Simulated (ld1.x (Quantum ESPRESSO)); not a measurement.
## barium (Ba): one change to a TM potential, before and after

Ba, norm-conserving Troullier–Martins (Kleinman–Bylander form), made with ld1.x (Quantum ESPRESSO) 7.5 (PBE, scalar-relativistic). Core [Kr] 4d10 5s2, reference 5p6 5d0 6s0 6p0 (charge +2). Waves: 6s (bound, empty): rc 2.95 bohr; 5p (bound): rc 2.55 bohr; 5d (bound, empty): rc 3.90 bohr. Local part: the d channel. Core correction: none.

Change: core correction a·sin(br)/r model core inside 2.70 bohr.

Cutoffs: the cutoffs (Ry, on a coarse ladder) from which the occupation-weighted sum of valence levels, in a spherical-Bessel basis at the reference potential, stays within 10 and 1 mRy of its value at 400 Ry; they do not see the model core or the augmentation charge, which bear on the density cutoff. Errors are all-electron minus pseudo energies relative to the spin-unpolarised reference configuration.

Q: Predict the effect on cutoff, ghosts and configuration errors.

A: The potential gets neither clearly harder nor softer (18 Ry and 30 Ry → 18 Ry and 30 Ry); both files keep a bound ghost (s); of the 7 tests that both files solve, the error grows in 4 and shrinks in 3 by more than 15 % and 0.3 meV (median size 31.3 → 31.3 meV). A model core, the more so a compact one, raises the density cutoff, which this test does not measure.

```tsv
quantity	base	changed
cutoff, loose	18 Ry	18 Ry
cutoff, tight	30 Ry	30 Ry
bound ghosts	s	s
error for 5p6 5d0 6s2 6p0, meV [ΔE -15.34 eV]	-34	-64
error for 5p6 5d0 6s1 6p0, meV [ΔE -9.98 eV]	+1.9	-9.8
error for 5p6 5d0 6s1.5 6p0, meV [ΔE -13.21 eV]	-10	-31
error for 5p6 5d1 6s0 6p0, meV [ΔE -9.30 eV]	+18	-3.7
error for 5p6 5d0 6s1 6p1, meV [ΔE -13.31 eV]	+31	+7.5
error for 5p6 5d0 6s0 6p2, meV [ΔE -11.20 eV]	+89	+71
error for 5p6 5d0.5 6s1.5 6p0, meV [ΔE -14.71 eV]	-40	-69
s: phases at 4.24 bohr within 0.05 rad from the reference energy up to (Ry; the scan ends near 5)	0.9	0.9
p: phases at 4.24 bohr within 0.05 rad from the reference energy up to (Ry; the scan ends near 5)	-0.8	-0.8
d: phases at 4.24 bohr within 0.05 rad from the reference energy up to (Ry; the scan ends near 5)	3.0	3.0
```

 A true bound ghost makes a file unfit for plane-wave use even where its test errors are small: the radial tests pick states by their node count and pass the ghost by.
